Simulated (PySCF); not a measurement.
# SMILES [C-]#[N+]C=C1C=CC=CC=C1, C$_{9}$H$_{7}$N

Molfile (atoms numbered from 1):
```
C9H7N
     RDKit          3D

 17 17  0  0  0  0  0  0  0  0999 V2000
    4.1302    0.9056   -0.1359 C   0  0  0  0  0  0  0  0  0  0  0  0
    3.2189    0.1706   -0.1779 N   0  0  0  0  0  0  0  0  0  0  0  0
    2.1937   -0.6978   -0.2306 C   0  0  0  0  0  0  0  0  0  0  0  0
    0.8830   -0.3453   -0.1005 C   0  0  0  0  0  0  0  0  0  0  0  0
   -0.0962   -1.4062   -0.1812 C   0  0  0  0  0  0  0  0  0  0  0  0
   -1.4396   -1.3654   -0.0943 C   0  0  0  0  0  0  0  0  0  0  0  0
   -2.3070   -0.2425    0.1063 C   0  0  0  0  0  0  0  0  0  0  0  0
   -1.9689    1.0545    0.2603 C   0  0  0  0  0  0  0  0  0  0  0  0
   -0.6589    1.6354    0.2614 C   0  0  0  0  0  0  0  0  0  0  0  0
    0.5420    1.0453    0.1085 C   0  0  0  0  0  0  0  0  0  0  0  0
    2.4887   -1.7272   -0.3882 H   0  0  0  0  0  0  0  0  0  0  0  0
    0.3438   -2.3851   -0.3375 H   0  0  0  0  0  0  0  0  0  0  0  0
   -1.9567   -2.3129   -0.1884 H   0  0  0  0  0  0  0  0  0  0  0  0
   -3.3617   -0.4865    0.1350 H   0  0  0  0  0  0  0  0  0  0  0  0
   -2.7755    1.7631    0.4024 H   0  0  0  0  0  0  0  0  0  0  0  0
   -0.6501    2.7088    0.4066 H   0  0  0  0  0  0  0  0  0  0  0  0
    1.4072    1.6976    0.1440 H   0  0  0  0  0  0  0  0  0  0  0  0
  1  2  3  0
  2  3  1  0
  3  4  2  3
  4  5  1  0
  5  6  2  0
  6  7  1  0
  7  8  2  0
  8  9  1  0
  9 10  2  0
 10  4  1  0
  3 11  1  0
  5 12  1  0
  6 13  1  0
  7 14  1  0
  8 15  1  0
  9 16  1  0
 10 17  1  0
M  CHG  2   1  -1   2   1
M  END
```

Method: PySCF 2.14.0, TDDFT B3LYP/def2-SVPD excited states, vertical, gas phase. Geometry: GFN2-xTB.

(1) Give the one- and two-photon strengths of the lowest singlets.

Answers

(1) δ for parallel linear polarisation; σ at the peak of a Lorentzian of half width 0.1 eV, single beam; Ω is circular over linear.
```tsv
state	E (eV)	f	photon λ (nm)	δ (au)	σ (GM)	Ω	main
S1	2.45	0.007	1010	3.45	0.01	1.39	HOMO→LUMO 0.99
S2	3.95	0.496	627	322	1.84	0.36	HOMO→LUMO+1 0.91
S3	4.92	0.000	504	2380	21.13	1.48	HOMO→LUMO+2 0.88, HOMO→LUMO+3 0.10
S4	5.16	0.000	481	40.2	0.39	1.50	HOMO−1→LUMO 1.00
S5	5.26	0.000	471	1.12	0.01	1.50	HOMO→LUMO+3 0.87, HOMO→LUMO+2 0.11
```

Among these, the strongest one-photon state is S2, the strongest two-photon state S3, with a dipole change of 5.0 D (relaxed, norm of the difference vector). Half the energy of S3, S4, S5 comes within 0.4 eV of the allowed S1 or passes it, which inflates δ.
